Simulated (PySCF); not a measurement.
Al2(mu-Br)2(Me)4, C₄H₁₂Al₂Br₂, singlet at its GFN2-xTB optimised geometry (Å):

```
20

Al     1.9241    -0.5675     2.4245
Al    -0.4972     0.0306     0.0000
Br    -0.5741    -0.5578     2.4268
C      2.3573    -2.5019     2.4200
H      3.4144    -2.6955     2.2047
H      1.7864    -3.0731     1.6734
H      2.1533    -2.9789     3.3856
C      2.3777     1.1443     3.3152
H      3.4361     1.4065     3.2040
H      2.1837     1.1216     4.3937
H      1.8106     2.0013     2.9233
Br     2.0010     0.0306     0.0000
C     -0.9383    -1.6854    -0.8891
H     -0.7340    -1.6636    -1.9657
H     -1.9967    -1.9514    -0.7876
H     -0.3716    -2.5396    -0.4906
C     -0.9436     1.9619     0.0000
H     -0.7495     2.4383    -0.9678
H     -0.3732     2.5396     0.7420
H     -2.0010     2.1471     0.2213
```

Level of theory: PBE0/def2-SVP run with PySCF 2.14.0.

Map of the electron localisation function on the plane z = 1.2 Å:

```
|                               |
|                               |
|                               |
|             ...               |
|            .+##-              |
|           .+@@@%:             |
|       ::. .#@@@@=             |
|      :**=.:%@@@@=             |
|      =#%*::#@@@@:             |
|      =##*-:=%@%=              |
|      .==-:.:--:               |
|           ....    ....        |
|            ...    :---:.      |
|           ..::.  .-+*+=:.     |
|          .:-==-. :+###+-.     |
|          :=*##+:.:+#%%*=:     |
|         .-+#%%*:.:+#%%*=.     |
|         .-+#%#*:..-***=:.     |
|         .:=+**+:  :---:.      |
|          .:-==-.   ....       |
|           .:::.     ..        |
|                    ........   |
|                   =*+-.:-++-  |
|                  +@@@#::+##+  |
|                 .@@@@%-.=##=  |
|                 :@@@@@-.:==:  |
|                 .%@@@%:  ..   |
|                  +@@%+.       |
|                  .-=-.        |
|                               |
|                               |
```
Scale: ten equal steps from 0.000 (start of ' ') to 0.995 (end of '@'), in the order ' .:-=+*#%@'; x runs from -5.00 to 5.00, y from -5.00 (bottom) to 5.00 (top).
